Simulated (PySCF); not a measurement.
# HRuO₂ + 3 HCl → RuCl₃ + 2 H₂O

Level: PBE0 in the def2-TZVP basis family, computed in PySCF with density fitting; scalar-relativistic core potentials for atoms from Rb on, none lighter, no spin–orbit coupling; open shells unrestricted.

| species | state and structure | ZPE (kJ/mol) | H(298 K) − H(0) (kJ/mol) | S° (J/(mol K)) |
| --- | --- | --- | --- | --- |
| HRuO₂ | doublet, Cs, Ru–H 1.588 Å, Ru–O 1.655 Å (×2); H–Ru–O 105.4° (×2), O–Ru–O 139.8° | 32.5 | 12.8 | 286.6 |
| HCl | singlet, C∞v, H–Cl 1.279 Å | 17.9 | 8.7 | 186.6 |
| RuCl₃ | quartet, C2v, Ru–Cl 2.161 Å, Ru–Cl 2.201 Å (×2); Cl–Ru–Cl 104.8° (×2), Cl–Ru–Cl 150.5° | 9.1 | 18.1 | 357.4 |
| H₂O | singlet, C2v, O–H 0.960 Å (×2); H–O–H 105.1° | 56.5 | 9.9 | 188.7 |

(1) Is the gas-phase reaction uphill or downhill in electronic energy at this level, and by how much?

(2) Add zero-point, thermal and entropy terms for 298.15 K and 1 bar.

## Answers

(1) At PBE0/def2-TZVP, ΔE = -334.1 kJ/mol, downhill. 

(2) ΔZPE = 35.9 and Δ[H(298) − H(0)] = -1.0 kJ/mol give ΔH° = -299.2 kJ/mol. ΔS° = -111.6 J/(mol K), so ΔG° = -299.2 − 298.15 × (-0.1116) = -266 kJ/mol. ΔG° would change sign near 2680 K if ΔH° and ΔS° stayed fixed.

Open d or f shells are single determinants, so the state found may not be the ground state. The structures come from searches over a few start shapes, so lower isomers are not excluded.
